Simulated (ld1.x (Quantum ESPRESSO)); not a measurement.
**Configuration tests for mercury (ultrasoft)**

| Property | Result |
| --- | --- |
| Element | Hg |
| Generator | ld1.x (Quantum ESPRESSO) 7.5 |
| Type | ultrasoft |
| Functional | PBE |
| Relativity | scalar-relativistic |
| Frozen core | [Kr] 4d10 4f14 5s2 |
| Valence charge | 18 |
| Reference configuration | 5p6 5d10 6s1 6p0 (charge +1) |
| Partial waves | 6s (bound): rcut 1.65, rcutus 2.20 bohr; 6s channel at -0.15 Ry: rcut 1.65, rcutus 2.20 bohr; 5p (bound): rcut 1.35, rcutus 1.50 bohr; 6p (bound, empty): rcut 1.35, rcutus 1.50 bohr; 5d (bound): rcut 1.00, rcutus 1.40 bohr; 5d channel at -0.85 Ry: rcut 1.00, rcutus 1.40 bohr |
| Local potential | all-electron potential smoothed inside 2.00 bohr (lloc = -1) |
| Core correction | Bessel-smoothed model core, default radius (core density twice the valence density) |
| Augmentation charge | built from norm-conserving waves at rcut, not smoothed further |

Energies are relative to the spin-unpolarised reference configuration 5p6 5d10 6s1 6p0; without spin polarisation the order of configurations can differ from experiment.

```tsv
valence configuration	charge	ΔE all-electron (eV)	error AE − PS (meV)
5p6 5d10 6s0 6p0	+2	18.975	-12
5p6 5d9 6s0 6p0	+3	54.501	-18
5p6 5d9 6s2 6p1	0	-0.316	-875
5p5 5d10 6s2 6p0	+1	62.586	-197
5p6 5d10 6s1 6p1	0	-4.649	-688
```

(1) What are ΔE and the potential's error for 5p6 5d10 6s0 6p2?

(2) What are ΔE and the potential's error for 5p6 5d10 6s2 6p0?

Levels in the configuration 5p6 5d10 6s0 6p2:

| level | all-electron (eV) | pseudo (eV) |
| --- | --- | --- |
| 5p | -70.698 | -72.050 |
| 5d | -13.818 | -15.164 |
| 6p | -2.870 | -2.647 |

A Bessel basis up to 400 Ry misses an occupied level by 1.01 Ry, so cutoffs and ghosts were not judged.

Answers

(1) ΔE = 1.888 eV all-electron; the error (AE − PS) is -1759 meV.

(2) ΔE = -10.688 eV all-electron; the error (AE − PS) is +0.9 meV.

These tests converged, but a pseudo level misses the all-electron one widely, so the file describes the atom poorly there or has found another state: 5p6 5d9 6s0 6p0: empty 6p by 2.5 eV.
